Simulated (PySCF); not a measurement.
Isomers of C10H10S, mass 162.050 u with the commonest isotopes. Level of theory: PBE0-D3(BJ)/def2-SVP geometry optimisation, gas phase (PySCF). One conformer each, none proved a minimum here; rigid rotors.

Question: Order these by rotational constant C, smallest first.
A. `[CH:1]#[C:2]/[CH:3]=[C:4]1/[CH2:5][CH2:6]/[C:7]1=[CH:8]\[C:9]([CH3:10])=[S:11]` with C7–C8–C9–C10 179°
B. `[CH2:1]=[CH:2][c:3]1[cH:4][cH:5][c:6]2[c:7]([cH:8]1)[S:9][CH2:10][CH2:11]2` with C1–C2–C3–C4 -2°, C6–C7–S9–C10 15°, C7–S9–C10–C11 -27°, S9–C10–C11–C6 32°, C5–C6–C11–C10 160°
C. `[CH3:1][CH2:2][c:3]1[cH:4][cH:5][cH:6][c:7]2[cH:8][s:9][cH:10][c:11]12` with C1–C2–C3–C4 -101°
D. `[CH3:1][S:2][C:3]1=[CH:4][CH:5]=[CH:6][C:7]12[CH:8]=[CH:9][CH:10]=[CH:11]2` with C1–S2–C3–C4 0°

Answer: A (437.6 MHz), B (483.1 MHz), C (573.2 MHz), D (658.8 MHz).

Question: Order these by radius of gyration √(Σ m r²/M), smallest first.
A. `[CH3:1][CH2:2][c:3]1[cH:4][cH:5][cH:6][c:7]2[cH:8][s:9][cH:10][c:11]12` with C1–C2–C3–C4 -101°
B. `[CH3:1][S:2][C:3]1=[CH:4][CH:5]=[CH:6][C:7]12[CH:8]=[CH:9][CH:10]=[CH:11]2` with C1–S2–C3–C4 0°
C. `[CH2:1]=[CH:2][c:3]1[cH:4][cH:5][c:6]2[c:7]([cH:8]1)[S:9][CH2:10][CH2:11]2` with C1–C2–C3–C4 -2°, C6–C7–S9–C10 15°, C7–S9–C10–C11 -27°, S9–C10–C11–C6 32°, C5–C6–C11–C10 160°
D. `[CH:1]#[C:2]/[CH:3]=[C:4]1/[CH2:5][CH2:6]/[C:7]1=[CH:8]\[C:9]([CH3:10])=[S:11]` with C7–C8–C9–C10 179°

Answer: B (2.261 Å), A (2.360 Å), C (2.548 Å), D (2.675 Å).

Question: Order these by rotational constant B, smallest first.
A. `[CH3:1][S:2][C:3]1=[CH:4][CH:5]=[CH:6][C:7]12[CH:8]=[CH:9][CH:10]=[CH:11]2` with C1–S2–C3–C4 0°
B. `[CH3:1][CH2:2][c:3]1[cH:4][cH:5][cH:6][c:7]2[cH:8][s:9][cH:10][c:11]12` with C1–C2–C3–C4 -101°
C. `[CH2:1]=[CH:2][c:3]1[cH:4][cH:5][c:6]2[c:7]([cH:8]1)[S:9][CH2:10][CH2:11]2` with C1–C2–C3–C4 -2°, C6–C7–S9–C10 15°, C7–S9–C10–C11 -27°, S9–C10–C11–C6 32°, C5–C6–C11–C10 160°
D. `[CH:1]#[C:2]/[CH:3]=[C:4]1/[CH2:5][CH2:6]/[C:7]1=[CH:8]\[C:9]([CH3:10])=[S:11]` with C7–C8–C9–C10 179°

Answer: C (591.4 MHz), D (633.1 MHz), B (897.2 MHz), A (919.4 MHz).

```csv
SMILES,point group,Ia (u·Å²),Ib (u·Å²),Ic (u·Å²),κ,μa (D),μb (D),μc (D)
C=Cc1ccc2c(c1)SCC2,C1,203.68,854.49,1046.14,-0.89,0.59,1.57,0.23
CSC1=CC=CC12C=CC=C2,Cs,340.42,549.71,767.11,-0.37,1.10,0.31,0.01
CCc1cccc2cscc12,C1,360.31,563.27,881.64,-0.22,0.23,0.25,0.03
C#C/C=C1/CC/C1=C\C(C)=S,near Cs,366.13,798.23,1154.84,-0.59,2.51,0.69,0.04
```
